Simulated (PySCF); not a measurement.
Compound: C₂H₆Al₂Cl₂.
SMILES with atom numbers: `[CH2:1]=[CH:2][AlH-:3]1[Cl+:4][AlH2-:5][Cl+:6]1` (hydrogens: H7, H8 on C1; H9 on C2; H10 on Al3; H11, H12 on Al5)

All values: CAM-B3LYP/def2-SVPD (PySCF, non-relativistic), on one gas-phase PBE0-D3(BJ)/def2-SVP geometry that isn't relaxed in the solvent. The solvent is an IEF-PCM continuum (van der Waals radii × 1.2). Specific hydrogen bonds and non-electrostatic terms are outside this model.

Gas phase at CAM-B3LYP/def2-SVPD: HOMO -9.47 eV, LUMO -0.12 eV, dipole 0.82 D.

Problem. What does the continuum do to the energy, the frontier levels and the dipole at CAM-B3LYP/def2-SVPD in chloroform and dichloromethane?

Solution. 
| solvent | ε | E(solvent) − E(gas) (kcal/mol) | polarisation term (kcal/mol) | distortion of the solute (kcal/mol) | HOMO (eV) | LUMO (eV) | dipole (D) |
| --- | --- | --- | --- | --- | --- | --- | --- |
| chloroform | 4.711 | -2.98 | -3.18 | 0.20 | -9.31 | 0.11 | 0.90 |
| dichloromethane | 8.93 | -3.62 | -3.92 | 0.30 | -9.29 | 0.15 | 0.91 |

The first energy column is the sum of the next two and covers electrostatics alone. From chloroform to dichloromethane the lowering changes by a factor 1.22, Onsager's factor (ε − 1)/(2ε + 1) by 1.18 and ε itself by 1.9.

Problem. How does the static polarisability (CAM-B3LYP/def2-SVPD, frozen core, with the continuum's full static response) change?

Solution. 
```tsv
medium	isotropic (au)	principal values (au)	⟨r²⟩ of the electrons (bohr²)
gas	104.2	90.4, 91.8, 130.3	1476.8
chloroform	129.6	114.3, 116.9, 157.5	1477.6
dichloromethane	135.8	120.5, 123.8, 163.1	1477.8
```

The isotropic value in dichloromethane is 1.30 times the gas-phase one; no cavity-field correction is applied. ⟨r²⟩ is taken about the centre of nuclear charge.

The run took about 60 s of CPU time (one thread, shared machine). This is the whole response run at CAM-B3LYP/def2-SVPD in dichloromethane, SCF included.

Shape of the structure used: `[CH2:1]=[CH:2][AlH-:3]1[Cl+:4][AlH2-:5][Cl+:6]1`: C1–C2–Al3–Cl4 130°.
